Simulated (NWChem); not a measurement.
AuPH4S; SMILES [PH3]->[Au][SH]

```xyz
7

Au     0.0036     0.0341     0.0000
S      0.0541     2.3437     0.0001
H     -1.3036     2.4884     0.0002
P      0.0108    -2.2554     0.0001
H     -1.2539    -2.9203     0.0116
H      0.6320    -2.9639     1.0766
H      0.6126    -2.9647    -1.0869
```
Atoms are numbered in this order, from 1.

Computed with NWChem. All runs use the structure optimised with PBE-D3(BJ)/def2-SVP. def2 effective core potentials on Au; no spin-orbit coupling. Level MN15/def2-SVP: energy and gradient on several grids; changes count from the extra-fine grid, which is no exact limit either.

Which is the coarsest grid (coarse; xfine; fine; xcoarse; medium) from which on the energy stays within 500 μHa and each gradient component within 500 μHa/bohr of xfine?

medium.
```
grid     size of the energy change (μHa)  largest change of a gradient component (μHa/bohr)  time, medium = 1 (rough)
-------  -------------------------------  -------------------------------------------------  ------------------------
xcoarse                             3000                                               1000                   about 1
coarse                               100                                               1000                   about 1
medium                              < 10                                                200                   about 1
fine                                < 10                                               < 30                   about 1
xfine                               < 10                                               < 30                         2
```
